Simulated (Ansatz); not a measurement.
`[SiH3]/C=C/I`, relaxed with RKS PBE0-D4/def2-TZVP in Ansatz 0.2.0 from a PBE-D4/def2-SVP geometry. The force threshold is 0.005 eV/Å; the program also tests the step.

Total charge 0; spin multiplicity 1. I: def2 effective core potential.

Start:

```xyz
9

Si    0.684    0.007   -1.231
C     0.016    0.475    0.464
C    -0.818   -0.338    1.135
I    -1.641    0.097    3.037
H     0.132   -1.338   -1.616
H     0.280    1.030   -2.260
H     2.189   -0.055   -1.205
H     0.318    1.438    0.914
H    -1.160   -1.317    0.762
```

```json
{"step": "1", "energy (eV)": "-18128.8138", "largest force (eV/Å)": "0.617", "largest move (Å)": "0.000"}
{"step": "2", "energy (eV)": "-18128.8564", "largest force (eV/Å)": "0.171", "largest move (Å)": "0.060"}
{"step": "3", "energy (eV)": "-18128.8579", "largest force (eV/Å)": "0.110", "largest move (Å)": "0.026"}
{"step": "4", "energy (eV)": "-18128.8600", "largest force (eV/Å)": "0.011", "largest move (Å)": "0.018"}
{"step": "5", "energy (eV)": "-18128.8600", "largest force (eV/Å)": "0.003", "largest move (Å)": "0.002"}
```

End:

```xyz
9

Si    0.677    0.004   -1.216
C     0.015    0.474    0.461
C    -0.807   -0.330    1.118
I    -1.611    0.087    2.996
H     0.128   -1.326   -1.588
H     0.275    1.013   -2.232
H     2.162   -0.057   -1.187
H     0.306    1.422    0.908
H    -1.144   -1.288    0.741
```

It took 9.5 s on 4 threads of an Intel Xeon 6975P-C on a shared host, with 0.46 GiB of host memory at the peak.
